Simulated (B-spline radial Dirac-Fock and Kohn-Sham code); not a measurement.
Dipole and non-dipole photoemission parameters of Dy 4p3/2

System: atomic dysprosium, [Xe] 4f10 6s2; threshold 293.2 eV (tabulated edge). Calculated with a radial B-spline solver, using Dirac-Hartree-Slater photoionisation with a Latter tail; cross sections with all multipoles, angular parameters from the dipole term and its interference with E2.

```csv
hν (eV),σ (kb),β,γ,δ
305,290,-0.992,-0.135,0.066
366,265,-0.175,-0.156,0.058
400,254,0.150,-0.122,0.070
414,249,0.257,-0.095,0.072
419,?,?,?,?
583,192,0.978,0.215,0.048
600,187,1.018,0.231,0.045
1000,102,1.470,0.240,0.009
1600,50.0,1.651,0.047,0.001
1660,46.9,1.660,0.034,0.001
2530,22.0,1.723,-0.039,0.003
2660,20.0,1.726,-0.035,0.003
3590,11.0,1.731,0.048,0.006
3910,9.17,1.728,0.092,0.007
5030,5.32,1.710,0.267,0.010
5530,4.30,1.699,0.351,0.012
5800,3.86,1.693,0.397,0.013
6640,2.82,1.673,0.539,0.016
8047.8,1.78,1.638,0.769,0.022
8250,1.67,1.632,0.800,0.023
9251.7,1.26,1.607,0.951,0.028
9720,1.11,1.596,1.019,0.030
15000,0.357,1.472,1.655,0.061
```

Task: Give the values at 419 eV.

Result: σ = 247 kb, β = 0.293, γ = -0.084, δ = 0.072.
